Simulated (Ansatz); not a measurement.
C₂H₉BOSi (`BC(O)[SiH2]C`) at its PBE0-D4/def2-TZVP geometry, where that method's forces vanish. Total charge 0; spin multiplicity 1.

| atom | x (Å) | y (Å) | z (Å) |
| --- | --- | --- | --- |
| B1 | 0.695 | -1.486 | -0.728 |
| C2 | -0.100 | -1.215 | 0.535 |
| O3 | -1.497 | -1.438 | 0.473 |
| Si4 | 0.234 | 0.687 | 0.723 |
| C5 | -0.125 | 1.656 | -0.831 |
| H6 | 0.161 | -1.625 | -1.788 |
| H7 | 1.890 | -1.443 | -0.654 |
| H8 | 0.364 | -1.629 | 1.444 |
| H9 | -1.904 | -1.083 | 1.269 |
| H10 | -0.726 | 1.080 | 1.797 |
| H11 | 1.617 | 0.926 | 1.215 |
| H12 | -1.109 | 1.389 | -1.221 |
| H13 | 0.616 | 1.451 | -1.607 |
| H14 | -0.115 | 2.730 | -0.628 |

Question: For each bond, give half the difference of the two atoms' forces along it (eV/Å; positive pushes the atoms apart) under PBE-D4, r2SCAN-D4, B3LYP-D4, ωB97M-V in def2-TZVPP. (Best estimate.)

Answer: Computed: 
| bond | length (Å) | PBE-D4 | r2SCAN-D4 | B3LYP-D4 | ωB97M-V |
| --- | --- | --- | --- | --- | --- |
| B1–C2 | 1.517 | -0.11 | -0.07 | -0.02 | 0.02 |
| B1–H6 | 1.195 | 0.09 | -0.02 | -0.12 | -0.12 |
| B1–H7 | 1.199 | 0.03 | -0.04 | -0.10 | -0.10 |
| C2–O3 | 1.416 | 0.26 | 0.34 | 0.39 | 0.35 |
| C2–Si4 | 1.941 | 0.08 | 0.00 | 0.03 | -0.06 |
| C2–H8 | 1.101 | 0.10 | -0.06 | -0.13 | -0.15 |
| O3–H9 | 0.961 | 0.40 | 0.00 | -0.05 | -0.11 |
| Si4–C5 | 1.866 | -0.03 | 0.00 | 0.12 | 0.07 |
| Si4–H10 | 1.493 | 0.12 | -0.01 | -0.14 | -0.15 |
| Si4–H11 | 1.487 | 0.03 | -0.04 | -0.12 | -0.11 |
| C5–H12 | 1.092 | 0.11 | -0.01 | -0.05 | -0.04 |
| C5–H13 | 1.092 | 0.11 | -0.01 | -0.05 | -0.04 |
| C5–H14 | 1.092 | 0.11 | -0.01 | -0.04 | -0.04 |

B3LYP here is the variant with VWN-RPA as its local correlation; programs differ in this.
